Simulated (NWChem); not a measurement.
Molecule: VNHCl₂F; SMILES [NH]=[V]([F])([Cl])[Cl]

```xyz
6

V      0.3120    -0.0447     0.0000
N      0.9578    -1.5157     0.0000
H      1.3734    -2.4572     0.0000
F      1.5940     1.1082     0.0000
Cl    -0.8927     0.1252    -1.7869
Cl    -0.8927     0.1252     1.7869
```
Atoms are numbered in this order, from 1.

Computed with NWChem. Geometry: optimised at PBE-D3(BJ)/def2-SVP. Vzz is the largest principal value of the second derivative of the potential at the nucleus (NWChem prints the opposite sign); η is the asymmetry. Non-relativistic.

For level PBE0/cc-pVTZ:

* **Vzz V1 (a.u.)**: -0.642
* **Vzz Cl6 (a.u.)**: 1.153

Problem. Estimate the same quantities for level B3LYP/def2-TZVP.

Solution. 
| Quantity | Result |
|---|---|
| Vzz V1 (a.u.) | -0.629 |
| Vzz Cl6 (a.u.) | 1.203 |
